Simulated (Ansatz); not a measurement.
SnMeF3 (CH₃F₃Sn). Charge 0, multiplicity 1. Geometry PBE-D4/def2-SVP, basis def2-TZVP, Ansatz.

```xyz
8

C     0.3330   -0.1205   -1.1872
F    -1.8291   -0.9266    1.3462
F    -0.6501    1.9147    1.3899
F     1.1146   -0.4944    2.1290
Sn   -0.2420    0.0878    0.8634
H     1.2033    0.5368   -1.3657
H    -0.5255    0.1818   -1.8141
H     0.5957   -1.1797   -1.3616
```

```csv
run,HOMO (eV),LUMO (eV)
A,-10.22,-2.32
B,-9.05,-3.04
C,-11.61,-1.34
D,-12.54,-0.10
E,-8.58,-3.15
F,-8.67,-3.29
```

In the def2 sets Sn takes a core potential; there is no spin–orbit coupling.

Problem. The runs used CAM-B3LYP, PBE, PBE0, r2SCAN, revPBE, ωB97X-V. Estimate which is which.

Solution. A PBE0 (25 % exact exchange); B r2SCAN (0 % exact exchange); C CAM-B3LYP (range-separated); D ωB97X-V (range-separated); E revPBE (0 % exact exchange); F PBE (0 % exact exchange). Exact exchange lowers occupied and raises empty levels; among semilocal functionals meta-GGAs tend to open the gap a little, and such runs are hard to tell apart. The gap grows from 5.38 eV (PBE) to 12.45 eV (ωB97X-V).
